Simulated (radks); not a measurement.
Neutral rubidium, [Kr] 5s1. Calculated with a radial shooting solver on a logarithmic mesh with Libxc functionals: non-relativistic Kohn-Sham, exchange-only LDA, spin-polarised, spherical densities, point nucleus. Every spin shell is full or empty, so the densities are truly spherical. Functionals are evaluated on that one density, not self-consistently. Rank these orbital-free kinetic functionals by their error against the exact value of the orbitals, and give that value: Thomas-Fermi, von Weizsacker, TF + vW/5, LC94, APBEK, revAPBEK, Perdew 92, Thakkar, Ernzerhof.

Answer. Exact: 2932.98 hartree. From best to worst, with 100 (|E| - |E exact|)/|E exact| (equal figures are ties): LC94 +0.04, APBEK +0.11, revAPBEK +0.32, Ernzerhof -0.39, Thakkar -0.49, Perdew 92 -0.71, TF + vW/5 +3.36, Thomas-Fermi -5.82, von Weizsacker -54.12.
